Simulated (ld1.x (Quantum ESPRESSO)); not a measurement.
## u(r) = r·R(r): atom against pseudo-atom (chromium (Cr))

Columns: radius, all-electron u(r) and pseudo u(r) of the 3d shell (level -10.00 eV) of chromium in the configuration [Ar] 3d5 4s0 4p0; BP86, scalar-relativistic, TM semilocal scheme, ld1.x (Quantum ESPRESSO) 7.5.

```
r (bohr)  all-electron  pseudo
   0.180        0.1609  0.0443
   0.360        0.4804  0.2787
   0.540        0.7032  0.6269
   0.720        0.8020  0.8566
   0.900        0.8142  0.8875
   1.080        0.7806  0.8148
   1.260        0.7271  0.7333
   1.440        0.6671  0.6672
   1.620        0.6069  0.6069
   1.800        0.5495  0.5495
   1.980        0.4960  0.4960
   2.160        0.4468  0.4468
   2.340        0.4018  0.4018
   2.520        0.3608  0.3608
   2.700        0.3236  0.3236
   2.880        0.2897  0.2897
   3.060        0.2591  0.2591
   3.240        0.2313  0.2313
   3.420        0.2061  0.2061
   3.600        0.1835  0.1835
   3.780        0.1630  0.1630
   3.960        0.1447  0.1447
   4.140        0.1282  0.1282
   4.320        0.1134  0.1134
   4.500        0.1003  0.1003
   4.680        0.0885  0.0885
```

Q: How many radial nodes do the two functions have?

A: The all-electron 3d function has n − l − 1 = 0; the pseudo-wave has 0.

Q: At about which radius was the pseudo-wave matched?

A: 1.55 bohr, where the columns begin to agree (steps of 0.18 bohr).

Q: Is the pseudo-wave norm-conserving?

A: Yes: the TM semilocal scheme keeps the norm inside the radius equal to the all-electron one, which fixes the energy derivative of the logarithmic derivative at the level.
